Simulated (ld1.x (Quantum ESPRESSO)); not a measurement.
Before and after: TM potential for tin

ld1.x (Quantum ESPRESSO) 7.5 input, shortened:

```
&input
   title='Sn', zed=50., rel=2, dft='PZ', iswitch=3,
   config='[Kr] 4d10 5s2 5p2', rel_dist='average'
 /
 &inputp
   pseudotype=2, tm=.true., lloc=0,
   nlcc=.false.
 /
3
5P  2  1   2.00   0.00  2.05  2.05  0.0
4D  3  2  10.00   0.00  1.65  1.65  0.0
5S  1  0   2.00   0.00  2.20  2.20  0.0
 &test
   configts(1)='4d10 5s2 5p2'
 /
```

Open shells are filled in proportion to 2j + 1 (rel_dist='average').

Change: functional PBE.

Cutoffs: the cutoffs (Ry, on a coarse ladder) from which the occupation-weighted sum of valence levels, in a spherical-Bessel basis at the reference potential, stays within 10 and 1 mRy of its value at 400 Ry; they do not see the model core or the augmentation charge, which bear on the density cutoff. Errors are all-electron minus pseudo energies relative to the spin-unpolarised reference configuration.

Predict the effect on cutoff, ghosts and configuration errors.

The potential gets neither clearly harder nor softer (80 Ry and 140 Ry → 80 Ry and 140 Ry); the d channel sets the loose cutoff, while the largest relative change is in p, which becomes softer; of the 7 tests that both files solve, the error grows in 4 and shrinks in 0 by more than 15 % and 0.3 meV (median size 4.4 → 4.8 meV); neither file shows a bound ghost.

| quantity | base | changed |
| --- | --- | --- |
| cutoff, loose | 80 Ry | 80 Ry |
| cutoff, tight | 140 Ry | 140 Ry |
| loose cutoff by channel (10 mRy a level) | p 8 Ry, d 70 Ry, s 10 Ry | p 6 Ry, d 70 Ry, s 10 Ry |
| bound ghosts | none | none |
| error for 4d10 5s2 5p1, meV [ΔE 7.11 → 6.89 eV] | +1.1 | +1.3 |
| error for 4d10 5s2 5p0, meV [ΔE 21.39 → 20.86 eV] | +4.4 | +8.1 |
| error for 4d10 5s1 5p0, meV [ΔE 52.84 → 51.83 eV] | +21 | +44 |
| error for 4d9 5s2 5p2, meV [ΔE 32.75 → 32.67 eV] | -222 | -236 |
| error for 4d10 5s1 5p3, meV [ΔE 7.05 → 6.96 eV] | +0.1 | +0.5 |
| error for 4d10 5s1 5p2, meV [ΔE 14.83 → 14.52 eV] | +4.4 | +4.8 |
| error for 4d10 5s0 5p4, meV [ΔE 14.36 → 14.15 eV] | 0.0 | +1.9 |
| s: phases at 2.38 bohr within 0.05 rad from the reference energy up to (Ry; the scan ends near 5) | 2.9 | 3.0 |
| p1/2: phases at 2.38 bohr within 0.05 rad from the reference energy up to (Ry; the scan ends near 5) | 4.8 | 4.8 |
| p3/2: phases at 2.38 bohr within 0.05 rad from the reference energy up to (Ry; the scan ends near 5) | 4.3 | 4.3 |
| d3/2: phases at 2.38 bohr within 0.05 rad from the reference energy up to (Ry; the scan ends near 5) | 0.3 | 0.3 |
| d5/2: phases at 2.38 bohr within 0.05 rad from the reference energy up to (Ry; the scan ends near 5) | 0.4 | 0.4 |
